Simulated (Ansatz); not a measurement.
`F[Si](I)(I)I` and `I[Si](I)(I)I` differ in one atom or group.

Ansatz, PBE0-D4/def2-TZVP geometries, multiplicity 1. 

Elements past krypton have def2 core potentials.  Spin–orbit coupling is left out; it splits and shifts lone-pair levels of the heavy atoms by tenths of an eV.

```tsv
property	`F[Si](I)(I)I`
size of the dipole moment (B3LYP/def2-TZVPP) / D	0.90
LUMO energy (PBE0/def2-TZVPP) / eV	-2.18
LUMO energy (PBE/def2-TZVPP) / eV	-2.94
HOMO–LUMO gap (PBE/def2-TZVPP) / eV	3.72
ideal-gas entropy at 298 K and 1 bar (rigid rotor, harmonic PBE0-D4/def2-TZVP) / J/(mol·K)	394
LUMO energy (ωB97M-V/def2-TZVPP) / eV	-0.38
```

(1) Give the same properties after the change, and the shifts. (Estimate.)

Results:

(1) Computed: 
```tsv
property	`I[Si](I)(I)I`	shift
size of the dipole moment (B3LYP/def2-TZVPP) / D	0.00	-0.90
LUMO energy (PBE0/def2-TZVPP) / eV	-2.61	-0.43
LUMO energy (PBE/def2-TZVPP) / eV	-3.32	-0.38
HOMO–LUMO gap (PBE/def2-TZVPP) / eV	3.25	-0.47
ideal-gas entropy at 298 K and 1 bar (rigid rotor, harmonic PBE0-D4/def2-TZVP) / J/(mol·K)	415	21
LUMO energy (ωB97M-V/def2-TZVPP) / eV	-0.85	-0.47
```

With PBE0 the HOMO rises by 0.10 eV and the LUMO falls by 0.43 eV, so the gap narrows by about 0.53 eV. PBE moves the HOMO by 0.08 eV and ωB97M-V by 0.08 eV. Modes under 60 cm⁻¹, often nearly free rotors, make the harmonic entropy too high.

B3LYP here is the variant with VWN-RPA as its local correlation; programs differ in this.
